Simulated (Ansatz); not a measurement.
Basis-set series for `BCCN`. Charge 0, multiplicity 1. All single points use the PBE0-D4/def2-TZVP geometry. It is one conformer, not always the lowest.

| functional | basis | functions | energy (Eh) | HOMO (eV) | LUMO (eV) |
| --- | --- | --- | --- | --- | --- |
| PBE0-D4 | def2-TZVPP | 236 | -160.45969 | -6.82 | -1.34 |
| PBE0-D4 | def2-QZVPP | 468 | -160.46972 | -6.87 | -1.37 |
| ωB97M-V | def2-TZVPP | 236 | -160.56608 | -9.22 | 0.56 |
| ωB97M-V | def2-QZVPP | 468 | -160.57581 | -9.27 | 0.45 |

(1) Give the rows for def2-SVP. (Estimate.)

Answers

(1) Computed: 
```json
{"functional": "PBE0-D4", "basis": "def2-SVP", "functions": "96", "energy (Eh)": "-160.27906", "HOMO (eV)": "-6.56", "LUMO (eV)": "-1.23"}
{"functional": "ωB97M-V", "basis": "def2-SVP", "functions": "96", "energy (Eh)": "-160.37428", "HOMO (eV)": "-8.95", "LUMO (eV)": "0.82"}
```

Positive LUMOs are unbound and depend on the basis.
